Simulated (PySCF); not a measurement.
Mo(S)2(Br)(OH) (BrHMoOS2), SMILES [OH][Mo](=[S])(=[S])[Br], multiplicity 1.

The structure is a stationary point at B3LYP-D3(BJ)/def2-SVP. The geometry has at least one imaginary mode, so it is a saddle point at that level. The spin state was assumed, not searched. The def2 effective core potentials stand for the cores of Mo; spin–orbit coupling is left out. Other conformers were not sampled.

Two levels are set side by side: TDDFT-PBE/def2-SVPD (PySCF) and TDDFT-B3LYP/def2-SVPD (PySCF). Vertical, same geometry. The lowest singlet is HOMO→LUMO 91 % with PBE and HOMO→LUMO+1 97 % with the other functional; states are paired by order. Differences are taken from unrounded values.

```
quantity                              TDDFT-B3LYP
------------------------------------  -----------
lowest singlet excitation (eV)               2.43
lowest triplet excitation (TDA) (eV)         1.91
```

What does TDDFT-PBE give, and how far is it from TDDFT-B3LYP? (Estimate from the structure and the level; the computed values follow.)


| quantity | TDDFT-PBE | TDDFT-PBE minus TDDFT-B3LYP |
|---|---|---|
| lowest singlet excitation (eV) | 2.36 | -0.08 |
| lowest triplet excitation (TDA) (eV) | 1.87 | -0.04 |

Functionals without exact exchange tend to place singlet excitations lower, as here. Differences between two approximate levels are no errors against the true value.

Rough cost on one machine, each run with all the roots and properties that it gave: TDDFT-B3LYP against TDDFT-PBE about 4 times.
